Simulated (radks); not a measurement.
Task: Radial electron density D(r) = 4 pi r^2 rho(r) of an atom or ion with 20 electrons. All-electron calculation, non-relativistic Kohn-Sham, TPSS, spin-polarised, spherical densities, point nucleus; meta-GGA in the generalised Kohn-Sham scheme. Program: a radial shooting solver on a logarithmic mesh with Libxc functionals.

```
   r/bohr * D(r) (the largest magnitude, 31.3, reaches the edge; | marks zero)
 0.003791 | *
 0.004274 |  *
 0.004819 |   *
 0.005434 |    *
 0.006127 |     *
 0.006853 |      *
 0.007726 |       *
 0.008711 |         *
 0.009822 |           *
  0.01107 |              *
  0.01249 |                 *
  0.01397 |                    *
  0.01575 |                       *
  0.01775 |                           *
  0.02002 |                               *
  0.02257 |                                   *
  0.02545 |                                       *
  0.02869 |                                          *
  0.03209 |                                             *
  0.03618 |                                                *
   0.0408 |                                                 *
    0.046 |                                                 *
  0.05186 |                                                *
  0.05848 |                                               *
  0.06541 |                                            *
  0.07375 |                                          *
  0.08315 |                                       *
  0.09375 |                                      *
   0.1057 |                                      *
   0.1192 |                                        *
   0.1333 |                                           *
   0.1503 |                                               *
   0.1695 |                                                   *
   0.1911 |                                                      *
   0.2154 |                                                      *
   0.2429 |                                                   *
   0.2717 |                                              *
   0.3063 |                                      *
   0.3454 |                              *
   0.3894 |                       *
   0.4391 |                  *
    0.495 |                *
   0.5582 |                 *
   0.6243 |                   *
   0.7039 |                     *
   0.7936 |                     *
   0.8948 |                    *
    1.009 |                *
    1.138 |            *
    1.272 |        *
    1.435 |     *
    1.617 |  *
    1.824 | *
    2.056 |*
    2.318 *
    2.593 *
    2.924 *
    3.297 *
    3.717 *
```

What is the nuclear charge?

Result: Z = 24. The innermost maximum, from 1s, lies near 1/Z = 0.0417 bohr (found: 0.0449), and its height grows with Z. The density is that of the chromium ion Cr4+ in [Ar] 3d2; the configuration itself is not fixed sharply by these data, and Z only to about a unit. D(r) has 3 maxima, at r = 0.0449, 0.205, 0.763 bohr, and minima at 0.0992, 0.499 bohr, inside which lie 2.13, 10.49 electrons.
